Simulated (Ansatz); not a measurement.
Al5Ru2⁻. The state is a singlet with charge -1. Geometry PBE-D4/def2-SVPD; atoms count from 1.

```xyz
7

Ru   -0.748   -0.079    0.421
Ru    1.740    0.007   -1.934
Al   -1.566    1.661    1.748
Al    1.554    0.376    0.362
Al   -0.920   -1.435    2.317
Al    0.249   -1.653   -1.212
Al   -0.309    1.123   -1.702
```

In the def2 sets Ru takes a core potential; there is no spin–orbit coupling. The restricted singlet is unstable towards broken spin symmetry in Hartree–Fock (as tested in another run); at PBE0-D4/def2-TZVPD this wasn't settled. No other spin state of charge -1 was run. The structure comes from a short search, and lower isomers may exist.

(1) Estimate the Mulliken populations from the PBE0/def2-TZVPD orbitals of Ansatz.

(2) And the Mayer bond orders between bonded heavy atoms (over 0.3)?

Answers

(1) 
| atom | charge (e) | d electrons |
| --- | --- | --- |
| Ru1 | 0.66 | 7.36 |
| Ru2 | -0.09 | 7.48 |
| Al3 | -0.36 | – |
| Al4 | -0.25 | – |
| Al5 | -0.36 | – |
| Al6 | -0.30 | – |
| Al7 | -0.30 | – |
Mulliken values and Mayer orders depend strongly on the basis. With diffuse functions, as here, like atoms can get unlike values, and bond orders can come out too low or too high.

(2) Ru1–Ru2 0.32 (3.43 Å); Ru1–Al3 0.59 (2.34 Å); Ru1–Al4 1.06 (2.35 Å); Ru1–Al5 0.60 (2.34 Å); Ru1–Al6 0.47 (2.48 Å); Ru1–Al7 0.47 (2.48 Å); Ru2–Al4 1.32 (2.33 Å); Ru2–Al6 1.34 (2.35 Å); Ru2–Al7 1.34 (2.34 Å).
